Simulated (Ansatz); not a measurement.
Basis-set series for HHfI3O, SMILES `[OH][Hf]([I])([I])[I]`. The species carries charge 0 and has multiplicity 1. Hf, I takes the def2 core potential. The structure was optimised at the PBE0-D4/def2-TZVP level. It is one conformer, not always the lowest.

```json
{"functional": "PBE0-D4", "basis": "def2-SVP", "functions": "129", "energy (Eh)": "-1017.11864", "HOMO (eV)": "-7.67", "LUMO (eV)": "-2.13"}
{"functional": "PBE0-D4", "basis": "def2-TZVPP", "functions": "251", "energy (Eh)": "-1017.25617", "HOMO (eV)": "-7.65", "LUMO (eV)": "-2.06"}
{"functional": "ωB97M-V", "basis": "def2-SVP", "functions": "129", "energy (Eh)": "-1017.00656", "HOMO (eV)": "-9.65", "LUMO (eV)": "-0.25"}
{"functional": "ωB97M-V", "basis": "def2-TZVPP", "functions": "251", "energy (Eh)": "-1017.14902", "HOMO (eV)": "-9.66", "LUMO (eV)": "-0.20"}
```

Problem. Give the rows for def2-QZVPP. (Estimate.)

Solution. Ansatz gave: 
```json
{"functional": "PBE0-D4", "basis": "def2-QZVPP", "functions": "414", "energy (Eh)": "-1017.26418", "HOMO (eV)": "-7.66", "LUMO (eV)": "-2.08"}
{"functional": "ωB97M-V", "basis": "def2-QZVPP", "functions": "414", "energy (Eh)": "-1017.15664", "HOMO (eV)": "-9.67", "LUMO (eV)": "-0.22"}
```
